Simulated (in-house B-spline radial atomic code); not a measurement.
A calculation on Cr⁴⁺: its settings, and results tabulated from the run. Computed with a radial B-spline atomic code at the basis-set limit: non-relativistic BHandHLYP, spin-polarised, spherical fractional occupations, point nucleus.

Command:
```bash
python run_scf.py task.json out
```
Settings:
```
Z                24
configuration    [Ar] 3d2
hamiltonian      nr
method           bhandhlyp
spin_polarised   True
```

Output (hartree, bohr):
```
 radial grid: 45 intervals, B-splines of order 8, outer radius 14.6809 bohr

 iter        energy (Eh)    residual
    1       -1030.796021    6.49e-01
    2       -1038.510736    3.18e-01
    3       -1040.149037    9.01e-02
    4       -1040.325005    2.61e-02
    5       -1040.337792    1.27e-02
    6       -1040.341261    9.85e-04
    7       -1040.341272    6.24e-05
    8       -1040.341272    1.18e-05
    9       -1040.341272    5.47e-07
   10       -1040.341272    2.10e-08

 total energy                     -1040.34127
 kinetic                            1039.5887
 electron-nucleus                  -2426.8010
 Hartree                             393.4685
 exact exchange                      -22.7127
 exchange-correlation                -23.8847

 orbital      occ     eigenvalue          <r>       <r^2>       <1/r>     <1/r^2>       r_max
 1s up      1.000      -219.7901     0.064173  0.00552423     23.5232     1114.16     0.04225
 1s down    1.000      -219.7904    0.0641726  0.00552413     23.5233     1114.17     0.04225
 2s up      1.000       -27.6455     0.295186    0.102834     4.99293     102.233      0.2458
 2s down    1.000       -27.5987     0.294802    0.102533     4.99917     102.467      0.2456
 2p up      3.000       -23.7919     0.260676   0.0835054     4.92487     33.3319      0.1989
 2p down    3.000       -23.7494     0.260172   0.0831276     4.93166     33.4088      0.1987
 3s up      1.000        -5.2779     0.879942    0.887805     1.59471     15.5226      0.7725
 3s down    1.000        -5.1494     0.882065    0.892508     1.58932     15.3887      0.7727
 3p up      3.000        -4.1282     0.917344    0.980638      1.4856     4.83352      0.7845
 3p down    3.000        -3.9830     0.921818    0.991165     1.47696     4.77051      0.7852
 3d up      2.000        -2.1463      1.03711     1.31718      1.2184     1.94898      0.7743
```

Run time, properties included: 0.21 s on 1 thread of Arm Neoverse V1, with other jobs on the host.

Caution: exact exchange at fractional occupations of open shells leaves self-interaction of up to several eV.
